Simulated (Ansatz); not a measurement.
Cost and result up the ladder for Zn6S5Cl2, a halide-capped cluster cut from wurtzite ZnS (2 Cl on the cations) (13 atoms). Charge 0, multiplicity 1. Geometry: PBE-D4/def2-SVP.

```xyz
13

Zn   -0.0301    2.4017    0.6233
S    -0.0128    0.5424   -0.8600
S     3.7064   -0.0190    0.2101
Zn    2.0494   -1.0827   -0.8480
Zn   -2.2061   -0.3531   -1.0909
S     1.3313   -3.0289   -1.6810
S     0.3287    1.2152    2.7083
Zn    2.1624    0.6394    1.5440
Zn   -0.6259   -0.3219    1.3042
S    -2.1495   -1.9374    0.7419
Zn   -0.4275   -2.6494   -0.5147
Cl   -0.3327    4.4848    0.2956
Cl   -3.7935    0.1089   -2.4327
```

Ansatz; hardware A = 2 threads of AMD EPYC 7R13 on a shared host and a share (18 GiB) of an NVIDIA H100 80GB HBM3; B = 2 threads of AMD EPYC 7R13 on a shared host. Times are rough, and most runs start from the orbitals of an earlier one. CAM-B3LYP-D4/def2-TZVP serves as the yardstick here, not as an exact answer. Differences are given only for rows in sets of like size (and for xTB, whose basis is part of the method), since another set adds its own error. Binding counts from free atoms at the same level (Zn singlet, S triplet, Cl doublet; other spins of the atoms weren't run), without zero-point energy or a counterpoise term.

The 6-31G sets use Cartesian d functions. B3LYP takes the VWN-RPA correlation. HSE06 is defined as in plane-wave codes, on full-range PBE exchange. Correlated methods freeze 89 core orbitals. Single mean-field runs in def2-TZVP are fitted with def2-universal-jkfit.

Correlated methods converge slowly with the basis.

| level | functions | wall time | binding energy per atom (eV) | difference from CAM-B3LYP-D4/def2-TZVP (eV) |
| --- | --- | --- | --- | --- |
| MP2/def2-TZVP [A] | 547 | 7 s | 2.55 | 0.19 |
| PBE-D4/def2-SVP [A] | 312 | 8.5 s | 2.68 | – |
| PBE0-D4/def2-TZVP [A] | 547 | 8.5 s | 2.53 | 0.17 |
| r2SCAN-D4/def2-TZVP [A] | 547 | 9.5 s | 2.60 | 0.25 |
| PBE0-D4/def2-SVP [A] | 312 | 9.5 s | 2.63 | – |
| PBE-D4/def2-TZVP (with forces) [A] | 547 | 11 s | 2.53 | 0.17 |
| HSE06-D4/def2-TZVP [A] | 547 | 12 s | 2.53 | 0.17 |
| RPA@PBE/def2-TZVP [A] | 547 | 13 s | 2.13 | -0.23 |
| B97M-V/def2-TZVP [A] | 547 | 16 s | 2.48 | 0.12 |
| CAM-B3LYP-D4/def2-TZVP (with forces) [A] | 547 | 19 s | 2.36 | 0.00 |
| HF/6-31G [B] | 265 | 25 s | 1.53 | – |
| B3LYP-D4/6-31G [B] | 265 | 37 s | 2.46 | – |
| HF/STO-3G [B] | 171 | 2.9 min | 2.23 | – |
